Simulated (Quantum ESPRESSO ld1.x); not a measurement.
Problem. Species: Tc V. Configuration: [Kr] 4d3. Method: Dirac Kohn-Sham, LDA (Slater exchange, Perdew-Zunger correlation), spin-unpolarised, spherical densities, point nucleus; open shells fill j = l - 1/2 first; computed with ld1.x of Quantum ESPRESSO 7.5. Some entries of the table are withheld. Estimate them.

orbital  occ.  eigenvalue (eV)  <r> (bohr)  r(max) (bohr)
1s1/2       2         -20877.5     0.03432        0.02230
2s1/2       2         -3019.69      0.1494         0.1264
2p1/2       2         -2790.09      0.1272            (1)
2p3/2       4         -2672.04      0.1318            (2)
3s1/2       2         -564.450         (3)         0.3729
3p1/2       2         -476.165      0.4094         0.3595
3p3/2       4         -456.389      0.4201         0.3691
3d3/2       4         -299.636         (4)            (5)
3d5/2       6         -295.828         (6)            (7)
4s1/2       2              (8)       1.043         0.9434
4p1/2       2         -92.6561       1.123         0.9962
4p3/2       4         -89.5049       1.150          1.020
4d3/2       3         -49.4582       1.435          1.202
4d5/2       0         -49.0672       1.446          1.211

Solution. 
(1) 2p1/2 r(max) (bohr): 0.09815
(2) 2p3/2 r(max) (bohr): 0.1021
(3) 3s1/2 <r> (bohr): 0.4159
(4) 3d3/2 <r> (bohr): 0.3969
(5) 3d3/2 r(max) (bohr): 0.3091
(6) 3d5/2 <r> (bohr): 0.4004
(7) 3d5/2 r(max) (bohr): 0.3119
(8) 4s1/2 eigenvalue (eV): -119.047
